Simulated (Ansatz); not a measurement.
CH6AlNO2, SMILES C[O][Al]([OH])[NH2].

Geometry: PBE0-D3(BJ)/def2-SVP. The structure was generated by enumeration; whether it is a known compound was not checked. One conformer was computed; it need not be the lowest.

Two levels are set side by side: PBE/def2-SVPD (Ansatz, a program for electronic structure) and PBE0/def2-SVPD (Ansatz). Energy differences of separate SCF runs at the same geometry; the states with an electron removed or added have multiplicity 2 and 2. Differences are taken from unrounded values.

| quantity | PBE0 |
|---|---|
| vertical ionisation energy (eV) | 9.46 |
| vertical singlet–triplet gap (eV) | 5.37 |

**Question.** What does PBE give, and how far is it from PBE0? (An estimate is asked for; the answer gives what the named calculation found.)

**Answer.** 
| quantity | PBE | PBE minus PBE0 |
|---|---|---|
| vertical ionisation energy (eV) | 9.04 | -0.43 |
| vertical singlet–triplet gap (eV) | 4.89 | -0.48 |
